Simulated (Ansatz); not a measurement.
Species: C$_{3}$H$_{4}$O, net charge 0, singlet state. 
Coordinates optimised at B3LYP-D3(BJ)/def2-TZVP (Ansatz, an electronic-structure program):
```
C
H 1 1.0839
H 1 1.0839 2 114.69
C 1 1.4653 2 118.84 3 149.21
O 4 1.1941 1 147.60 2 -73.96
C 4 1.4653 5 147.60 1 180.00
H 6 1.0839 4 118.84 5 -73.96
H 6 1.0839 7 114.69 4 -149.21
```

Wanted: vertical triplet-singlet gap (E(triplet) - E(singlet); each state is the SCF solution reached for its spin), in kcal/mol. Cores are frozen in the correlated levels unless marked. UHF or UKS for open shells. Spin-orbit coupling is left out. No relativistic terms. CBS marks a two-point X^-3 extrapolation of the correlation energy; Hartree-Fock from the larger set. [CCSD(T)-MP2]/basis is that difference in the basis named.

| level | program | vertical triplet-singlet gap (kcal/mol) |
|---|---|---|
| HF/aug-cc-pVDZ | Ansatz | 65.7 |
| PBE/def2-TZVPD | Ansatz | 71.8 |
| RI-MP2/aug-cc-pVTZ | Ansatz | 91.9 |
| RI-MP2/CBS(aug-cc-pVTZ,aug-cc-pVQZ) | Ansatz | 92.9 |
| CCSD/aug-cc-pVTZ | Ansatz | 80.4 |
| CCSD(T)/aug-cc-pVTZ | Ansatz | 81.4 |
| RI-MP2/CBS(aug-cc-pVTZ,aug-cc-pVQZ)+[CCSD(T)-MP2]/aug-cc-pVTZ | Ansatz | 82.5 |
